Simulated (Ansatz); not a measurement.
The pair A = CH2O (SMILES C=O) (first 4 atoms), B = GeH4 (SMILES [GeH4]); geometry from B3LYP-D3(BJ)/def2-TZVP.
(charge 0, multiplicity 1):
```xyz
9

C      0.39169    -0.27634    -0.19058
O      0.82726     0.51952     0.59447
H     -0.25214    -1.11790     0.12813
H      0.61156    -0.20924    -1.27283
Ge    -0.14772    -0.20649     3.61926
H     -0.71401    -1.18140     2.57327
H     -0.63433     1.21722     3.32638
H      1.38401    -0.26663     3.61576
H     -0.66540    -0.64112     5.00372
```

Cores are frozen in the correlated methods. Filled d and f shells under p-block atoms count as core. MP2 and its Hartree–Fock in aug-cc-pVQZ are density fitted.

Programs: Ansatz (a program for electronic structure) with Gaussian orbitals. Each number belongs to the level named beside it.

Total energies (hartree), monomers frozen at their geometry in the pair:

```
structure              MP2/aug-cc-pVDZ  MP2/aug-cc-pVQZ  CCSD(T)/aug-cc-pVDZ
---------------------  ---------------  ---------------  -------------------
AB                       -2191.9834266    -2192.2223848        -2192.0432755
A in the pair's basis     -114.2185654     -114.3484339         -114.2449099
B in the pair's basis    -2077.7623301    -2077.8708814        -2077.7958442
A                         -114.2179753     -114.3483042         -114.2442991
B                        -2077.7616308    -2077.8708074        -2077.7951357
```

**Question.** Work out the interaction energy without and with the counterpoise correction, and the superposition error, for each level.

**Answer.** 
E(AB) − E(A) − E(B), times 627.509 kcal/mol, with the monomers in their own basis and then in the pair's basis:
- MP2/aug-cc-pVDZ: -2.40 uncorrected, -1.59 corrected; the monomers gain 0.81 kcal/mol from borrowed functions
- MP2/aug-cc-pVQZ: -2.05 uncorrected, -1.93 corrected; the monomers gain 0.13 kcal/mol from borrowed functions
- CCSD(T)/aug-cc-pVDZ: -2.41 uncorrected, -1.58 corrected; the monomers gain 0.83 kcal/mol from borrowed functions
